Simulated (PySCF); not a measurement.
## Two-component Hartree-Fock for W³⁺ (tungsten, charge +3)

Start: [Xe] 4f14 5d3; 5d5/2 filled at m_j = +1/2, +3/2, +5/2. Calculated with PySCF 2.14 in x2c-TZVPall-2c: generalised Hartree-Fock with the X2C-1e Hamiltonian and a Gaussian nucleus; spin-orbit coupling (SO) screened by Boettger's factors. This is a chosen level, not necessarily the ground level.

| spinor shell | electrons | ε, screened SO (eV) | weight of nominal j (screened SO) | rms radius, screened SO (bohr) |
| --- | --- | --- | --- | --- |
| 1s1/2 | 2 | -69908.6 | 1.000 | 0.0208 |
| 2s1/2 | 2 | -12229.1 | 1.000 | 0.0838 |
| 2p1/2 | 2 | -11674.6 | 1.000 | 0.0713 |
| 2p3/2 | 4 | -10316.2 | 1.000 | 0.0787 |
| 3s1/2 | 2 | -2900.5 | 1.000 | 0.214 |
| 3p1/2 | 2 | -2653.9 | 1.000 | 0.206 |
| 3p3/2 | 4 | -2355.2 | 1.000 | 0.221 |
| 3d3/2 | 4 | -1944.7 | 1.000 | 0.195 |
| 3d5/2 | 6 | -1880.2 | 1.000 | 0.199 |
| 4s1/2 | 2 | -653.63 | 1.000 | 0.478 |
| 4p1/2 | 2 | -550.10 | 1.000 | 0.486 |
| 4p3/2 | 4 | -480.14 | 1.000 | 0.519 |
| 4d3/2 | 4 | -309.57 | 1.000 | 0.544 |
| 4d5/2 | 6 | -296.31 | 1.000 | 0.556 |
| 5s1/2 | 2 | -122.45 | 1.000 | 1.15 |
| 5p1/2 | 2 | -88.967 | 0.972 | 1.26 |
| 5p3/2 | 4 | -77.998 | 0.981 | 1.35 |
| 4f5/2 | 6 | -80.222 | 0.989 | 0.667 |
| 4f7/2 | 8 | -77.991 | 0.991 | 0.669 |
| 5d5/2 | 3 | -37.695 | 0.613 | 1.88 |

```
   quantity   screened SO
E (hartree)  -16147.86795
        M_J           9/2
       ⟨J²⟩        24.760
       ⟨L²⟩        13.507
       ⟨S²⟩         3.394
```

Each row is a mean over spinors that exchange with the open shell spreads, by up to 6.505 eV (5p3/2).

Rows whose weight is well below 1 are mixtures of j = l ± 1/2: exchange outweighs spin-orbit coupling there, and the label is only the starting occupation.

Breit and QED terms are absent; they matter most for the inner s and p1/2 levels.

Densities and radii are taken from the X2C orbitals without a picture-change correction, which distorts them close to the nucleus.
